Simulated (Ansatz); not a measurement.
Process, species as SMILES: CCOC [methoxyethane] → [CH2]OC + [CH3] (CH3) (the C-C bond at the site shown breaks; other sites are not compared here)
Geometries: B3LYP-D3(BJ)/def2-TZVP minima from Ansatz (a program for electronic structure), one conformer each, not searched for the lowest.

Wanted: bond dissociation energy (electronic energy difference), in eV. Correlated levels leave the core frozen unless marked. UHF or UKS for open shells. No spin-orbit coupling. Non-relativistic. Basis-set limits of correlation are two-point, X^-3; Hartree-Fock from the larger set. [CCSD(T)-MP2]/basis is that difference in the basis named.

Level to compare with: RI-MP2/CBS(cc-pVTZ,cc-pVQZ)+[CCSD(T)-MP2]/cc-pVTZ (Ansatz), 4.08 eV. It is a level with limits of its own, and the differences hold the functionals' basis error too.

Question: Rank these functionals by how close they come to RI-MP2/CBS(cc-pVTZ,cc-pVQZ)+[CCSD(T)-MP2]/cc-pVTZ, closest first: CAM-B3LYP/def2-TZVPD (Ansatz); SVWN5/def2-TZVPD (Ansatz); B97M-V/def2-TZVPD (Ansatz); r2SCAN/def2-TZVPD (Ansatz).

Answer: B97M-V/def2-TZVPD (meta-GGA with VV10, 3.97 eV, difference -0.11), CAM-B3LYP/def2-TZVPD (range-separated hybrid, 3.83 eV, difference -0.25), r2SCAN/def2-TZVPD (meta-GGA, 3.68 eV, difference -0.40), SVWN5/def2-TZVPD (LDA, 4.65 eV, difference 0.57)
